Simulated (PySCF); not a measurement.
AsH5Sn, SMILES [SnH3][AsH2]. Coordinates come from a PBE-D3(BJ)/def2-TZVP optimisation. The def2 effective core potentials stand for the cores of Sn; spin–orbit coupling is left out.

Computed equilibrium geometry at PBE-D3(BJ)/def2-TZVP (PySCF confirms it by a frequency run) as a Z-matrix, and its point group:
point group Cs.
```
Sn
H 1 1.7213
H 1 1.7213 2 109.03
H 1 1.7213 2 109.03 3 118.70
As 1 2.6313 2 112.86 3 -120.65
H 5 1.5377 1 90.57 2 -45.43
H 5 1.5377 6 90.86 1 -90.58
```
